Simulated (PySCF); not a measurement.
## H₃AsS: one-bond stretch

All numbers come from PBE0/[As def2-TZVP, S def2-TZVP, H def2-TZVP], no relativity, density fitting, PySCF.

Rigid scan from the singlet minimum (As–H 1.514 Å (×3), As–S 2.051 Å; H–As–H 100.5° (×3), H–As–S 117.4° (×3)). Coordinate: the bond from As to the last atom (H) scaled, the rest fixed. Energies in kJ/mol from the minimum.

```csv
scale of one bond,E (kJ/mol),dipole size (D)
0.92,15.7,4.16
0.96,3.5,4.10
1.00,0.0,4.04
1.05,4.5,3.96
1.12,22.0,3.82
1.20,51.4,3.65
1.35,116.9,3.30
1.55,201.8,–
1.80,288.0,–
2.20,380.2,–
```

At long bonds a restricted determinant can lie too high, and another spin state can fall below this curve.

The scan took 14 s on 2 threads of a shared Arm Neoverse V1 host; the process peaked at 1.4 GiB. Launch command: `OMP_NUM_THREADS=2 python axn.py task.json out`.
